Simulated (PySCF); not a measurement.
## Working with the constants of PbH

PBE0 constants of PbH, ²Π (doublet), unpaired electrons π ↑ (basis H cc-pVTZ, Pb cc-pVTZ-PP with ECP60; scalar-relativistic core potentials; PySCF 2.14; masses 1.0078 and 207.9766 u):

* ωe: 1610.9 cm⁻¹
* ωexe: 23.3 cm⁻¹
* Be: 4.892 cm⁻¹
* αe: 0.121 cm⁻¹
* De to H + Pb: 2.42 eV

What force constant and bond length do these constants imply?

Reduced mass μred = 1.0030 u; k = 5.8918×10⁻⁷·μred·ωe² (u, cm⁻¹, mdyn/Å) = 1.53 mdyn/Å; Re = √(16.8576/(μred·Be)) (u, cm⁻¹, Å) = 1.854 Å.

Estimate the centrifugal constant D from the Kratzer relation and find the Dunham coefficient a1.

D = 4Be³/ωe² = 0.000180 cm⁻¹; a1 = −1 − αeωe/(6Be²) = -2.36.

These are scalar-relativistic numbers at best; spin–orbit coupling would shift them, the dissociation energy most. The state is the lowest determinant that a PBE0 search found; another state may lie lower at other levels.
